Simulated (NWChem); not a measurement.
Program: NWChem. System: H4Sn, charge 0, spin multiplicity 1, at a geometry optimised with PBE0/def2-SVP with def2 effective core potentials on Sn. The structure started from a generated list of species. Level: G0W0@PBE/def2-TZVPD with def2 effective core potentials on Sn, RI basis def2-tzvpd-rifit, no spin-orbit coupling.

Input file:

```
start mol
memory heap 200 mb stack 700 mb global 1700 mb
geometry units angstroms nocenter noautoz
  Sn     0.000000     0.000000    -0.000000
  H      1.397016     0.000000     0.987822
  H     -1.397016     0.000000     0.987822
  H      0.000000    -1.397015    -0.987821
  H      0.000000     1.397015    -0.987821
  symmetry group C2v
end
basis spherical
  * library def2-tzvpd
end
ecp
  Sn library def2-ecp
end
basis "ri basis" bse spherical
  * library def2-tzvpd-rifit
end
dft
  xc xpbe96 cpbe96
  iterations 100
  direct
  tolerances tight
end
task dft energy
gw
  states alpha occ 4 vir 2
end
task dft gw
```

NWChem printed:

```
             Northwest Computational Chemistry Package (NWChem) 7.3.0
             --------------------------------------------------------

                                NWChem Input Module
                                -------------------

 Scaling coordinates for geometry "geometry" by  1.889725989
 (inverse scale =  0.529177249)

 Turning off AUTOSYM since
 SYMMETRY directive was detected!

                             Geometry "geometry" -> ""
                             -------------------------

 Output coordinates in angstroms (scale by  1.889725989 to convert to a.u.)

  No.       Tag          Charge          X              Y              Z
 ---- ---------------- ---------- -------------- -------------- --------------
    1 Sn                  50.0000     0.00000000     0.00000000     0.00000000
    2 H                    1.0000     1.39701600     0.00000000     0.98782200
    3 H                    1.0000    -1.39701600     0.00000000     0.98782200
    4 H                    1.0000     0.00000000    -1.39701500    -0.98782100
    5 H                    1.0000     0.00000000     1.39701500    -0.98782100

 Effective nuclear repulsion energy (a.u.)      62.9931008472

            Nuclear Dipole moment (a.u.)
            ----------------------------
        X                 Y               Z
 ---------------- ---------------- ----------------
     0.0000000000     0.0000000000     0.0000037795

      Symmetry information
      --------------------

 Group name             C2v
 Group number             16
 Group order               4
 No. of unique centers     3

      Symmetry unique atoms

     1    2    4


 Summary of "ao basis" -> "" (spherical)
 ------------------------------------------------------------------------------
       Tag                 Description            Shells   Functions and Types
 ---------------- ------------------------------  ------  ---------------------
 *                         def2-tzvpd                 on all atoms

 Summary of "ri basis" -> "" (spherical)
 ------------------------------------------------------------------------------
[...]
     Multipole analysis of the density
     ---------------------------------

     L   x y z        total         alpha         beta         nuclear
     -   - - -        -----         -----         ----         -------
     0   0 0 0     -0.000000    -13.000000    -13.000000     26.000000

     1   1 0 0      0.000000      0.000000      0.000000      0.000000
     1   0 1 0      0.000000      0.000000      0.000000      0.000000
     1   0 0 1     -0.000002     -0.000003     -0.000003      0.000004

     2   2 0 0    -21.403424    -17.671193    -17.671193     13.938962
     2   1 1 0      0.000000      0.000000      0.000000      0.000000
     2   1 0 1     -0.000000     -0.000000     -0.000000      0.000000
     2   0 2 0    -21.403421    -17.671181    -17.671181     13.938942
     2   0 1 1      0.000000      0.000000      0.000000      0.000000
     2   0 0 2    -21.403401    -17.670928    -17.670928     13.938454

 Task  times  cpu:        4.0s     wall:        4.0s

                                NWChem Input Module
                                -------------------

                                 NWChem GW Module
                                 ----------------

                             ***********************
                             ***        GW       ***
                             ***********************

 Summary of "ri basis" -> "ri basis" (spherical)
 ------------------------------------------------------------------------------
       Tag                 Description            Shells   Functions and Types
 ---------------- ------------------------------  ------  ---------------------
 Sn                     def2-tzvpd-rifit            42      200   10s9p9d7f4g3h
 H                      def2-tzvpd-rifit            10       24   5s3p2d

                 Memory Information
                 ------------------
          Available GA per process is          1699.9 MBs
          Available stack per process is        700.0 MBs
          Available heap per process is           0.0 MBs

          Peak memory in Initialization
              Peak GA per process is                  3.8 MBs
              Peak stack per process is               0.1 MBs
              Peak heap per process is                4.1 MBs
              Memory not in MA per process            0.0 MBs

          Peak memory in AFF Calculation
              Peak GA per process is                 13.4 MBs
              Peak stack per process is               8.0 MBs
              Peak heap per process is                0.0 MBs
              Memory not in MA per process            8.0 MBs

          Computing 2-center integrals
          Computing Inverse Cholesky factor
          Computing 3-center integrals
          Computing V_xc ...

 Grid integrated density:      25.999962918381
 Requested integration accuracy:   0.10E-05
          Computing Sigma_x
          Computing RPA polarizability
          Solving quasiparticle equations

                  Alpha Orbitals
          State     Energy (eV)     Error (eV)
          -----------------------------------
@GW        10        -15.290           0.004
@GW        11        -11.039           0.002
@GW        12        -11.039           0.002
@GW        13        -11.039           0.002
@GW        14          1.393           0.005
@GW        15          2.109           0.005

   Applying  -3.1105 eV scissor-shift to rest of particle states

   Applying   2.2500 eV scissor-shift to rest of hole states

     GW Timing Statistics
   ------------------------
   Init.   :          0.1s
     ERIs  :          0.6s
     Distr.:          0.0s
     Vxc   :          0.1s
   Sigma_x :          0.0s
   RPA     :          0.3s
   Wmn     :          0.0s
   Sigma_c :          0.0s
   GW total:          1.1s

 Task  times  cpu:        1.1s     wall:        1.1s

 Total times  cpu:        5.1s     wall:        5.1s
```
